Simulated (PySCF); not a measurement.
C6H16N2Si.
Numbering: `[CH3:1][CH2:2][N:3]1[CH2:4][CH2:5][C@@H:6]([CH3:7])[N:8]1[SiH3:9]`

Definitions: NICS(0) = −σiso at the ring centroid; NICS(1) = −σiso and NICS(1)zz = −σzz at ±1 Å along the ring normal z. Level: GIAO PBE0/pcSseg-1 (PySCF, non-relativistic, gas phase) on the GFN2-xTB geometry, one conformer.

Ring bond lengths (Å), with Mayer bond orders in brackets: N3–C4 1.452 (0.95), C4–C5 1.539 (1.03), C5–C6 1.540 (0.99), C6–N8 1.461 (0.88), N8–N3 1.420 (0.98).

Task: What do the NICS probes read (ppm)?

Result: 
| ring | type | NICS(0) | NICS(1), two faces | NICS(1)zz, two faces | rms pucker (Å) | centre to ring atoms, mean (Å) |
| --- | --- | --- | --- | --- | --- | --- |
| N3–C4–C5–C6–N8 | 5-membered ring with 2 N; formal bonds all single | -7.9 | -3.8 / -3.7 | -7.4 / -6.5 | 0.15 | 1.25 |

Task: What do they say, and how far can they be read as aromaticity?

Result: 
- N3–C4–C5–C6–N8: mean NICS(1)zz -7.0 ppm, shielded. C4, C5, C6 have four or more neighbours, and the NICS criterion for π rings isn't applied.

Task: What field does 9.4 T along the ring normal induce along that normal at the second NICS(1) probe listed for ring N3–C4–C5–C6–N8, 1 Å off the ring?

Result: NICSzz × B0 = -6.5 ppm × 9.4 T = -61 μT, against the applied field.

Task: What are the shieldings of the ring atoms and their hydrogens in the same run (means over atoms taken as equivalent)?

Result: 
| atoms | environment | σ isotropic (ppm) | principal values of the symmetric part, first atom (ppm) |
| --- | --- | --- | --- |
| N3 | hydrazine nitrogen | 140.5 | 84.1, 120.0, 217.5 |
| C4 | sp3 carbon bound to nitrogen | 132.0 | 100.3, 126.7, 168.9 |
| C5 | ring CH2 carbon | 149.2 | 109.7, 153.9, 184.0 |
| C6 | sp3 carbon bound to nitrogen | 128.9 | 96.0, 128.7, 161.9 |
| N8 | hydrazine nitrogen | 156.6 | 68.2, 146.0, 255.6 |
| H on C4 | methylene hydrogen | 28.83 | 23.8, 28.1, 34.6 |
| H on C4 | methylene hydrogen | 28.83 | 23.1, 27.3, 36.1 |
| H on C5 | methylene hydrogen | 29.88 | 26.3, 28.2, 35.1 |
| H on C5 | methylene hydrogen | 29.58 | 25.2, 27.1, 36.4 |
| H on C6 | methine hydrogen | 28.47 | 24.4, 27.0, 34.0 |
